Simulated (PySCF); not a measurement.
C2H6Si, SMILES C[Si]C (connectivity only; charge and spin as stated), charge +1, multiplicity 2.

Geometry optimised at PBE-D3(BJ)/def2-TZVP. The multiplicity is an assumed one; other spin states were not compared. The isomer is the one that the SMILES or the coordinates give; other isomers of the formula were not compared.

The numbers are results of PBE-D3(BJ)/def2-TZVP (PySCF), not measurements.

Frequencies are harmonic and unscaled.

| mode | ν (cm⁻¹) | IR (km/mol) | moving atoms (share of kinetic energy) |
|---|---|---|---|
| 1 | 60 | 0.2 | H 99 % |
| 2 | 63 | 0.4 | H 77 %, Si 13 %, C 10 % |
| 3 | 205 | 1.0 | C 38 %, H 37 %, Si 25 % |
| 4 | 554 | 3.6 | H 84 %, C 13 % |
| 5 | 576 | 0.2 | H 80 %, C 19 % |
| 6 | 642 | 3.6 | C 62 %, H 22 %, Si 16 % |
| 7 | 657 | 4.6 | H 77 %, C 19 % |
| 8 | 774 | 44.9 | Si 41 %, C 41 %, H 19 % |
| 9 | 839 | 51.8 | H 68 %, C 23 %, Si 8 % |
| 10 | 1177 | 9.0 | H 83 %, C 17 % |
| 11 | 1202 | 16.9 | H 84 %, C 16 % |
| 12 | 1320 | 15.3 | H 95 % |
| 13 | 1338 | 6.7 | H 96 % |
| 14 | 1352 | 0.2 | H 94 % |
| 15 | 1368 | 34.1 | H 96 % |
| 16 | 2927 | 62.9 | H 97 % |
| 17 | 2934 | 23.5 | H 97 % |
| 18 | 3005 | 2.3 | H 91 %, C 9 % |
| 19 | 3008 | 21.1 | H 91 %, C 9 % |
| 20 | 3082 | 19.1 | H 91 %, C 9 % |
| 21 | 3082 | 9.3 | H 91 %, C 9 % |
